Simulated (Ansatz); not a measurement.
`N[SiH](Cl)Br` + H₂O → `N[SiH](O)Br` + HCl  (formal hydrolysis of the Si–Cl bond)

Calculated with Ansatz (gas phase, PBE0-D4/def2-TZVP geometries, no zero-point term in ΔE). CCSD(T)/CBS adds triple-zeta CCSD(T) − MP2 to the extrapolated MP2 energy (def2 sets, frozen cores). This one scheme is used for every species. Functionals use def2-TZVPP. For Br outer-core shells are correlated without core-valence functions, which leaves a few kJ/mol of doubt a bond. Scalar relativity is left out up to krypton. One conformer a species, not always the lowest.

```tsv
level	ΔE (kJ/mol)	difference from CCSD(T)/CBS
revPBE-D4	-0.5	6.7
BLYP-D4	-8.9	-1.7
B97M-V	-10.7	-3.5
ωB97M-V	-9.7	-2.5
PBE-QIDH	-7.1	0.1
BLYP	-12.4	-5.2
r2SCAN	-9.1	-1.9
BHLYP	-15.7	-8.5
LC-ωPBE	-10.1	-2.9
RPA@PBE/def2-TZVPP	-14.8	-7.6
HF/def2-SVP	-10.2	-3.0
CCSD/def2-SVP	-10.7	-3.5
HF/def2-TZVPP	-18.2	-11.0
MP2/def2-TZVPP	-8.7	-1.5
SCS-MP2/def2-TZVPP	-12.3	-5.1
CCSD(T)/def2-TZVPP	-13.2	-6.0
CCSD(T)/CBS	-7.2	0
```

Largest T1 diagnostic among the species: 0.009.

From BLYP to BHLYP (50 % exact exchange), in def2-TZVPP and without D4, ΔE moves by −3.3 kJ/mol. In def2-TZVPP, CCSD(T) changes the Hartree–Fock value by +5.0 kJ/mol (the triples alone add +1.6 kJ/mol) and MP2 by +9.5 kJ/mol.
